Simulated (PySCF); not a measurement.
A structure optimised at PBE-D3(BJ)/def2-TZVP, used in a PySCF frequency run:

```xyz
5

Si     0.8518     0.6226     0.0000
Cl    -0.5082     2.1655     0.0000
Br    -0.1893    -1.3418     0.0000
H      1.6693     0.7168    -1.2371
H      1.6693     0.7168     1.2371
```

Problem. Write its SMILES, formula and point group.

Solution. Cl[SiH2]Br, BrClH₂Si, Cs

Problem. What are its rotational constants (standard atomic weights)?

Solution. 12.370, 1.5588, 1.4082 GHz
